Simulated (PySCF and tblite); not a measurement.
The numbers below are computed, except where a source is named.
2 diastereomers of C8H10, numbered alike:

```csv
isomer,SMILES,descriptors (one enantiomer)
A,[CH:1]#[C:2][C@@H:3]([CH3:4])[C@H:5]([CH3:6])[C:7]#[CH:8],"3S, 5S"
B,[CH:1]#[C:2][C@H:3]([CH3:4])[C@H:5]([CH3:6])[C:7]#[CH:8],"3R, 5S"
```

Protocol: conformer search, at most 7 conformers an isomer, GFN2-xTB geometries, energies PBE0/pcSseg-1 (D3(BJ) added where defined), weights at 298.15 K with GFN2-xTB thermal terms. Programs: PySCF with density fitting and tblite.

(1) Rank the isomers by free energy at 298.15 K.

(2) If they could interconvert freely, what would the mixture hold (chiral isomers as racemates)?

Answers

(1) 
| isomer | ΔG (kcal/mol) | ΔE, lowest conformer | conformers | largest weight % | rms dipole (D) |
| --- | --- | --- | --- | --- | --- |
| B | 0.0 | 0.0 | 2 | 78 | 0.43 |
| A | 0.5 | 0.2 | 3 | 51 | 0.57 |

ΔG is for one enantiomer.

(2) B 54 %, A 46 %. A racemate gains RT ln 2.
